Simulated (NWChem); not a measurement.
System: C3H5NO2; SMILES O(/C=N/C=O)C

Excerpt of the output:

```
             Northwest Computational Chemistry Package (NWChem) 7.3.0
             --------------------------------------------------------

                             Geometry "geometry" -> ""
                             -------------------------

 Output coordinates in angstroms (scale by  1.889725989 to convert to a.u.)

  No.       Tag          Charge          X              Y              Z
 ---- ---------------- ---------- -------------- -------------- --------------
    1 C                    6.0000    -0.50637000    -2.32419600     0.10766000
    2 O                    8.0000     0.69432600    -1.55206000    -0.08715800
    3 C                    6.0000     0.55609200    -0.23568800    -0.13883700
    4 N                    7.0000    -0.57614000     0.36250800    -0.07689900
    5 C                    6.0000    -0.53018200     1.76550300    -0.05745200
    6 O                    8.0000     0.37941700     2.44923400     0.36902500
    7 H                    1.0000    -0.18195700    -3.36464900     0.11135200
    8 H                    1.0000    -1.21141400    -2.13544500    -0.70549300
    9 H                    1.0000    -0.97641200    -2.05896200     1.05791600
   10 H                    1.0000     1.52095200     0.26153800    -0.26071100
   11 H                    1.0000    -1.45930500     2.21168900    -0.45334400

 Effective nuclear repulsion energy (a.u.)     224.3504436493

                                 NWChem DFT Module
                                 -----------------

 Summary of "ao basis" -> "ao basis" (spherical)
 ------------------------------------------------------------------------------
       Tag                 Description            Shells   Functions and Types
 ---------------- ------------------------------  ------  ---------------------
 C                           6-31g*                  6       14   3s2p1d
 O                           6-31g*                  6       14   3s2p1d
 N                           6-31g*                  6       14   3s2p1d
 H                           6-31g*                  2        2   2s

 in cosmo_initialize ...

 solvent parameters
 solvname_short: unkn
 solvname_long:  unknown
 dielec:       78.4000

          ---------------
          -cosmo- solvent
          ---------------
 Cosmo: York-Karplus, doi: 10.1021/jp992097l
 dielectric constant -eps-     =  78.40
 screen = (eps-1)/(eps    )    =   0.98724
 surface charge correction     = lagrangian

[...]

                                   COSMO solvation results
                                   -----------------------

                 gas phase energy =      -322.136313191891
                 sol phase energy =      -322.147485768746
 (electrostatic) solvation energy =         0.011172576855 (    7.01 kcal/mol)

                       DFT Final Molecular Orbital Analysis
                       ------------------------------------

 Vector   21  Occ=2.000000D+00  E=-3.192141D-01
              MO Center= -3.6D-01,  6.9D-01, -1.7D-02, r^2= 2.7D+00
   Bfn.  Coefficient  Atom+Function         Bfn.  Coefficient  Atom+Function
  ----- ------------  ---------------      ----- ------------  ---------------
    45      0.405053   4 N  px               48     -0.348351   4 N  s
    49      0.274442   4 N  px               31     -0.211548   3 C  px
    75      0.204388   6 O  pz               73      0.181566   6 O  px
    44     -0.153441   4 N  s                79      0.150136   6 O  pz
    94      0.138950  11 H  s                20      0.137966   2 O  s

 Vector   22  Occ=2.000000D+00  E=-3.018471D-01
              MO Center= -1.5D-02, -3.5D-02,  2.2D-03, r^2= 3.3D+00
   Bfn.  Coefficient  Atom+Function         Bfn.  Coefficient  Atom+Function
  ----- ------------  ---------------      ----- ------------  ---------------
    47     -0.391266   4 N  pz               19      0.382186   2 O  pz
    51     -0.305750   4 N  pz               23      0.298901   2 O  pz
    75      0.224996   6 O  pz               79      0.168645   6 O  pz
    33     -0.141818   3 C  pz               73     -0.142005   6 O  px
    77     -0.111445   6 O  px               90     -0.107596   9 H  s

 Vector   23  Occ=2.000000D+00  E=-2.830738D-01
              MO Center= -4.0D-02,  1.7D+00,  1.5D-01, r^2= 2.3D+00
   Bfn.  Coefficient  Atom+Function         Bfn.  Coefficient  Atom+Function
  ----- ------------  ---------------      ----- ------------  ---------------
    74      0.454565   6 O  py               78      0.339441   6 O  py
    46      0.274352   4 N  py               73     -0.258258   6 O  px
    50      0.227293   4 N  py               45      0.193290   4 N  px
    77     -0.186135   6 O  px               49      0.173252   4 N  px
    94     -0.164501  11 H  s                93     -0.125917  11 H  s

 Vector   24  Occ=0.000000D+00  E=-4.477214D-02
              MO Center=  7.3D-02,  7.7D-01, -2.1D-02, r^2= 3.0D+00
   Bfn.  Coefficient  Atom+Function         Bfn.  Coefficient  Atom+Function
  ----- ------------  ---------------      ----- ------------  ---------------
    37      0.416508   3 C  pz               33      0.407082   3 C  pz
    61     -0.342339   5 C  pz               65     -0.341128   5 C  pz
    79      0.281414   6 O  pz               75      0.266338   6 O  pz
    19     -0.225061   2 O  pz               23     -0.223233   2 O  pz
    51     -0.165074   4 N  pz               77     -0.157990   6 O  px

 Vector   25  Occ=0.000000D+00  E= 5.508289D-02
              MO Center= -1.1D-01,  8.3D-01, -7.2D-02, r^2= 2.7D+00
   Bfn.  Coefficient  Atom+Function         Bfn.  Coefficient  Atom+Function
  ----- ------------  ---------------      ----- ------------  ---------------
    51      0.518735   4 N  pz               37     -0.444309   3 C  pz
    65     -0.414606   5 C  pz               47      0.398326   4 N  pz
    61     -0.342227   5 C  pz               33     -0.321094   3 C  pz
    79      0.300358   6 O  pz               63      0.291150   5 C  px
    75      0.247684   6 O  pz               59      0.172586   5 C  px

[...]
```

Level: PBE0/6-31G* (spherical d), COSMO on the gas-phase geometry. Structure relaxed at the B3LYP/6-31G* (spherical d) level. COSMO prints the solvation energy as gas minus solution, so a positive value is a stabilisation.

Question: Which NWChem input produces such a log?

Answer: This is not unique; one that fits is the input that was run:
```
start job
memory heap 200 mb stack 900 mb global 1100 mb
geometry units angstroms noautosym nocenter noautoz
  C     -0.506370    -2.324196     0.107660
  O      0.694326    -1.552060    -0.087158
  C      0.556092    -0.235688    -0.138837
  N     -0.576140     0.362508    -0.076899
  C     -0.530182     1.765503    -0.057452
  O      0.379417     2.449234     0.369025
  H     -0.181957    -3.364649     0.111352
  H     -1.211414    -2.135445    -0.705493
  H     -0.976412    -2.058962     1.057916
  H      1.520952     0.261538    -0.260711
  H     -1.459305     2.211689    -0.453344
end
basis spherical
  * library 6-31g*
end
dft
  xc pbe0
  iterations 150
end
cosmo
  dielec 78.4
end
task dft energy
```
